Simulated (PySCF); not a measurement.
## Exercise with solution: oscillator strength and radiative lifetime

C2H6N2OSi, SMILES C1[Si@H](N=CO1)N.

The structure is a stationary point at B3LYP-D3(BJ)/def2-SVP. The structure was generated by enumeration; whether it is a known compound was not checked. One conformer was computed; it need not be the lowest.

TDA-LC-ωPBE/def2-SVPD (PySCF) puts the first singlet state with f over 0.02 at 7.16 eV (vertical), with the transition dipole (-0.772, -0.202, 0.176) in atomic units.

### Question
Find the oscillator strength, the wavelength and the radiative lifetime that this transition would have in vacuum if emission retraced absorption.

### Answer

|μ|² = 0.6678 au, so |μ| = 2.08 D. ΔE = 7.16/27.211 = 0.2631 hartree. f = (2/3) ΔE |μ|² = 0.117 (the program prints 0.117).
λ = 1239.84/7.16 = 173 nm; ν = 57749 cm⁻¹.
Einstein's coefficient A = 0.6670 ν² f s⁻¹ (ν in cm⁻¹) = 2.6e8 s⁻¹, so τ = 1/A = 3.8 ns. This state is S2; the lower singlet has f = 0.004. The figure is the radiative limit of this one transition; relaxation, internal conversion, crossing to triplets and a medium change what is measured.
